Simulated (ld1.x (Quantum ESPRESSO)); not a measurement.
# Reading a pseudo-wave (Rh (Z = 45))

Columns: radius, all-electron u(r) and pseudo u(r) of the 4p shell (level -50.53 eV) of rhodium in the configuration [Ar] 3d10 4s2 4p6 4d8 5s1 5p0; LDA (PZ), scalar-relativistic, PAW scheme, ld1.x (Quantum ESPRESSO) 7.5.

```tsv
r (bohr)	all-electron	pseudo
0.132	0.1104	0.0562
0.265	-0.5778	0.2136
0.398	-0.3275	0.4371
0.530	0.2589	0.6765
0.663	0.7444	0.8867
0.795	1.0113	1.0271
0.928	1.0952	1.0814
1.060	1.0588	1.0521
1.193	0.9580	0.9596
1.325	0.8322	0.8346
1.458	0.7024	0.7028
1.590	0.5824	0.5824
1.723	0.4756	0.4756
1.855	0.3851	0.3851
1.988	0.3091	0.3091
2.120	0.2470	0.2470
2.252	0.1966	0.1966
2.385	0.1555	0.1555
2.518	0.1228	0.1228
2.650	0.0969	0.0969
2.782	0.0763	0.0763
2.915	0.0598	0.0598
3.048	0.0469	0.0469
3.180	0.0368	0.0368
3.312	0.0288	0.0288
3.445	0.0225	0.0225
```

**Question.** How many radial nodes do the two functions have?

**Answer.** The all-electron 4p function has n − l − 1 = 2; the pseudo-wave has 0, since the states of the same l below it are removed with the core.

**Question.** At about which radius was the pseudo-wave matched?

**Answer.** 1.55 bohr, where the columns begin to agree (steps of 0.13 bohr).

**Question.** Is the pseudo-wave norm-conserving?

**Answer.** No, it belongs to a PAW set: the norm inside the radius is not constrained, and the difference is carried by the augmentation charge.
